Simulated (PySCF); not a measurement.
Isomers of C8H15B, from PySCF, PBE0-D3(BJ)/def2-SVP geometry optimisation, gas phase. One conformer each, no zero-point energy, no frequencies.

**Question.** Which is lowest in electronic energy at this level?
A. `[BH:1]1[CH2:2][CH2:3][CH2:4][C@@H:5]1[CH:6]1[CH2:7][CH2:8][CH2:9]1` with C4–C5–C6–C7 173°, C5–B1–C2–C3 -11°, B1–C2–C3–C4 30°, C2–C3–C4–C5 -38°, C3–C4–C5–C6 167°: A = 4157, B = 903.6, C = 781.8 MHz, dipole 0.41 D
B. `[CH2:1]=[CH:2][CH2:3][C@H:4]1[BH:5][CH2:6][CH2:7][CH2:8][CH2:9]1` with C1–C2–C3–C4 -114°, C2–C3–C4–B5 167°, C3–C4–B5–C6 156°, C4–B5–C6–C7 -22°, B5–C6–C7–C8 40°, C6–C7–C8–C9 -59°: A = 3713, B = 833.2, C = 725.3 MHz, dipole 0.77 D
C. `[BH:1]1[CH2:2][CH2:3][CH2:4][C@@H:5]([CH:6]2[CH2:7][CH2:8]2)[CH2:9]1` with C4–C5–C6–C7 -82°, C9–B1–C2–C3 20°, B1–C2–C3–C4 -39°, C2–C3–C4–C5 60°, C3–C4–C5–C6 175°: A = 3517, B = 995.0, C = 829.5 MHz, dipole 0.48 D

**Answer.** C. That is `B1CCC[C@@H](C2CC2)C1`, 3.0 kcal/mol below the next.

```csv
SMILES,mapped SMILES,E (Eh),relative (kcal/mol),relative (kJ/mol),dipole (D)
B1CCC[C@@H](C2CC2)C1,[BH:1]1[CH2:2][CH2:3][CH2:4][C@@H:5]([CH:6]2[CH2:7][CH2:8]2)[CH2:9]1,-338.07070,0.0,0.0,0.48
C=CC[C@H]1BCCCC1,[CH2:1]=[CH:2][CH2:3][C@H:4]1[BH:5][CH2:6][CH2:7][CH2:8][CH2:9]1,-338.06594,3.0,12.5,0.77
B1CCC[C@@H]1C1CCC1,[BH:1]1[CH2:2][CH2:3][CH2:4][C@@H:5]1[CH:6]1[CH2:7][CH2:8][CH2:9]1,-338.06478,3.7,15.5,0.41
```

As drawn, the lowest has a three-membered ring, which the highest lacks; the highest has a four-membered ring, which the lowest lacks.
